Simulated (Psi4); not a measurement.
A dimer, CH2O ··· H6Si2 (SMILES C=O and [SiH3][SiH3]), singlet; the first 4 atoms form monomer A.

```
12

C     -0.0054     0.0011     0.0019
O      1.0970    -0.2311    -0.4080
H     -0.6576    -0.7923     0.4165
H     -0.4340     1.0222    -0.0104
Si     1.4161    -3.2738    -2.0458
Si     2.1764    -3.0896     0.1642
H      0.3481    -4.2989    -2.1387
H      2.5304    -3.6678    -2.9421
H      0.8693    -1.9762    -2.5117
H      1.0622    -2.6956     1.0604
H      3.2445    -2.0646     0.2571
H      2.7232    -4.3873     0.6301
```

**Question.** What interaction energy does SAPT0/jun-cc-pVDZ, frozen core (Psi4) give, and which attractive term is the largest?

**Answer.** Total -1.23 kcal/mol: electrostatics -4.11, exchange 6.59, induction -1.14, dispersion -2.56. The most attractive term is electrostatics.
